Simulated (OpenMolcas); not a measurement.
Cr2+ (d4) on a cation site of an ionic host was computed by SS-CASPT2, IPEA 0.25 Eh, imaginary shift 0.1 Eh with the d shell active (OpenMolcas, ANO-RCC-VDZP on the metal). Its lowest spin-free states, and all those of the highest spin:

```tsv
2S+1	Degeneracy	E (cm-1)
5	2	0
3	3	8890
5	3	10850
3	3	16100
1	3	16340
3	2	16520
3	3	16890
1	2	17780
3	1	18330
3	1	18780
1	1	19970
3	2	21930
```

**Question.** Is the site octahedral, tetrahedral or cube-like, axial, or of lower symmetry?

**Answer.** The states with 2S+1 = 5 have orbital degeneracies 2, 3. Threefold states need a cubic site. For d4 at this spin an octahedron puts the twofold E below the threefold T2 and a tetrahedron or cube puts the threefold T2 below the twofold E, so the site is octahedral. The first gap at this spin, 10800 cm-1, is |10Dq| in ligand-field theory. The run had Cr2+ with its 6 nearest oxide ions at 2.259 Å, on the Ca site of CaO (a = 4.8105 Å, distance in the model lattice 2.405 Å). The rest of the host is ab initio model potentials to 7.6 Å, with orthogonalisation functions on the cations behind the ligands, and point charges beyond; the distance is set by hand and nothing relaxes. Ligand basis ANO-RCC-VDZP.

Roots that are degenerate in the reference are averaged as groups; the widest CASPT2 spread within a group is 230 cm-1 (the 3-fold group of multiplicity 1 near 25200 cm-1 above the lowest state of its run). Shifts and gaps below about the spread of the groups concerned are not significant. Over all roots computed the reference weight is 0.70 to 0.71; a low but even weight reflects the number of correlated electrons. An orbital doublet at a regular site is open to a Jahn-Teller distortion, which this geometry leaves out. This shell can be high or low spin here, a state of another spin lies low, and with metal d orbitals alone active their balance is uncertain, so the ground spin may be wrong. Ligand-to-metal charge-transfer states are missing. These CASPT2 states fit no ligand-field parameters well, so their order and spin gaps are uncertain. With no ligand orbital active B as a rule stays too high, so bands that hang on it stand too high and its fall with covalency is understated. With one d shell and no ligand orbital active, 10Dq can be off by tens of per cent for divalent 3d ions, low with halides held by bare charges and at times high in hosts. Free-ion shares, where given, are those of the reference states; single-state CASPT2 does not remix them. No measured value stands beside these numbers; the geometry was set by hand and not optimised.
